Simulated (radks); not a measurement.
Values are calculated unless marked as measured or tabulated.
Ionisation of Gd, [Xe] 4f7 5d1 6s2, to Gd+, [Xe] 4f7 5d1 6s1, under several functionals. Scalar-relativistic Kohn-Sham, spin-polarised, spherical densities, finite nucleus; open shells are filled with parallel spins first (spin-orbit coupling, left out, can overturn this in heavy ions); a radial shooting solver on a logarithmic mesh with Libxc functionals.

functional                                      E(Gd) (hartree)  Exc (hartree)  IE (eV)  -e(HOMO) (eV)  <r> HOMO (bohr)  IE error (eV)
BP86                                                -11272.2173      -250.5282    6.160          3.076            2.738         +0.010
Wu-Cohen GGA                                        -11269.6529      -247.9563    5.884          2.993            2.732         -0.265
PW91                                                -11271.9233      -250.2397    6.028          3.005            2.737         -0.122
TASK exchange with Perdew-Wang LDA correlation      -11270.0311      -247.3369    5.061          2.972            2.627         -1.089
BLYP                                                -11271.4318      -249.7309    6.082          2.736            2.753         -0.068

NIST Atomic Spectra Database: 6.150 eV (measured). Closest: BP86. The Delta-SCF values span 1.10 eV, the total energies 2.56 hartree. The highest occupied level is 5d. Open shells are spherical and high-spin; term and fine-structure splittings are not resolved. Spin-orbit splitting is averaged out at the scalar-relativistic level.
